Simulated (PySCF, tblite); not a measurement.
C3H12NOPSi2.
Structure used (GFN2-xTB), in Å, numbered top down from 1:
```
atom  x, y, z in Å
C1     2.375    1.635    0.503
C2     1.498    1.031   -0.278
P3     0.618   -0.426    0.358
C4     0.977   -1.778   -0.824
O5     0.984   -0.770    1.733
N6    -1.010   -0.044    0.171
Si7   -1.798    0.262    1.707
Si8   -1.732    0.004   -1.410
H9     2.577    1.234    1.484
H10    2.918    2.520    0.208
H11    1.254    1.394   -1.265
H12    0.366   -2.636   -0.547
H13    2.027   -2.039   -0.696
H14    0.786   -1.504   -1.857
H15   -1.081    1.331    2.398
H16   -3.140    0.695    1.318
H17   -1.855   -0.975    2.479
H18   -0.773    0.550   -2.376
H19   -2.889    0.881   -1.295
H20   -2.108   -1.355   -1.814
```

Computed, not measured: PBE0/pcSseg-1 in PySCF (dipole) on a GFN2-xTB geometry, gas phase.

Masses are those of the commonest isotopes; rigid-rotor values at the optimised geometry. The values belong to one conformer with, in the numbering `[CH2:1]=[CH:2][P@@:3]([CH3:4])(=[O:5])[N:6]([SiH3:7])[SiH3:8]`, C1–C2–P3–C4 -123°, C2–P3–N6–Si7 -109°.

Task: Give the principal moments of inertia and the rotational constants in cm⁻¹.

Result: Ia = 350.25, Ib = 496.48, Ic = 597.89 u·Å²; 505379 MHz·u·Å²/I gives 1443, 1018 and 845.3 MHz, that is A = 0.04813, B = 0.03395, C = 0.02820 cm⁻¹.

Task: Classify the top.

Result: An asymmetric top. Ray's parameter κ = (2B − A − C)/(A − C) = -0.422; −1 is the prolate and +1 the oblate limit.

Task: What does the inertial defect say?

Result: Not planar: Δ = Ic − Ia − Ib = -248.84 u·Å². For a rigid frame Δ = −2 Σ m c², so Σ m c² = 124.42 u·Å² lies off the ab plane: 26.49 from hydrogen and 97.93 from heavier atoms. The atom farthest from that plane is 2.41 Å away.

Task: Give the other two planar moments, Paa and Pbb, and the rms extents of the mass along the axes.

Result: Paa = Σ m a² = (Ib + Ic − Ia)/2 = 372.06 and Pbb = Σ m b² = (Ia + Ic − Ib)/2 = 225.83 u·Å². With the mass M = 165.02 u, the rms extents √(P/M) along a, b and c are 1.50, 1.17, 0.87 Å.

Task: List the rotational levels J(Ka,Kc) to J = 2 (cm⁻¹).

Result: Above 0(0,0):
J = 1: 1(0,1) 0.0621, 1(1,1) 0.0763, 1(1,0) 0.0821
J = 2: 2(0,2) 0.1850, 2(1,2) 0.1949, 2(1,1) 0.2121, 2(2,1) 0.2547, 2(2,0) 0.2561

Task: Which lines would a microwave search look for?

Result: The dipole components are |μa| = 0.71 D, |μb| = 2.86 D, |μc| = 1.51 D. The squared components, which scale the intensities, stand as 0.06 : 1.00 : 0.28 (a : b : c). Some lines, for components of 0.1 D or more:

| type | branch | J(Ka,Kc) | MHz | lower level (cm⁻¹) |
| --- | --- | --- | --- | --- |
| b | Q | 3(2,1) ← 3(1,2) | 1246 | 0.406 |
| b | Q | 2(2,0) ← 2(1,1) | 1318 | 0.212 |
| a | R | 1(0,1) ← 0(0,0) | 1863 | 0.000 |
| c | R | 1(1,0) ← 0(0,0) | 2461 | 0.000 |
| c | Q | 4(4,1) ← 4(3,1) | 3474 | 0.780 |
| b | R | 2(1,2) ← 1(0,1) | 3979 | 0.062 |
| c | R | 2(1,1) ← 1(0,1) | 4497 | 0.062 |
| c | R | 2(2,1) ← 1(1,1) | 5347 | 0.076 |
| a | R | 3(0,3) ← 2(0,2) | 5433 | 0.185 |
| c | R | 3(1,2) ← 2(0,2) | 6631 | 0.185 |
| b | R | 4(1,3) ← 3(2,2) | 6643 | 0.441 |
| b | R | 3(2,2) ← 2(1,1) | 6865 | 0.212 |
| a | R | 4(0,4) ← 3(0,3) | 7125 | 0.366 |
| a | R | 4(3,2) ← 3(3,1) | 7522 | 0.527 |
| b | R | 4(2,3) ← 3(1,2) | 8466 | 0.406 |
| c | R | 4(2,2) ← 3(1,2) | 8992 | 0.406 |
| b | R | 4(2,2) ← 3(1,3) | 10021 | 0.372 |

Its GFN2-xTB frequencies are all real (lowest 26 cm⁻¹). Zero-point vibration and centrifugal distortion are left out. A rigid rotor knows nothing of internal rotation, which can split or shift real lines. Quadrupole hyperfine structure (14N) is left out.
